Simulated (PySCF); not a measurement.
Zr, triplet (all electrons, no relativity).

PySCF was given this input:
```python
from pyscf import gto, scf, dft

mol = gto.M(
    atom='''
Zr    0.000000    0.000000    0.000000
''',
    basis='3-21g',
    charge=0,
    spin=2,
    verbose=5,
)

mf = dft.UKS(mol)
mf.xc = 'b3lyp'
mf.kernel()
```

### Question
What does this run give for the dipole moment, total energy, number of basis functions, <S^2>, HOMO energy?

### Answer

```json
{
  "dipole_moment": "0.00 D",
  "total_energy": "-3524.037229 Ha",
  "number_of_basis_functions": "36",
  "<S^2>": "2.002",
  "HOMO energy": "-4.33 eV"
}
```

These values belong to the state on which the SCF converged, which isn't shown to be the lowest.
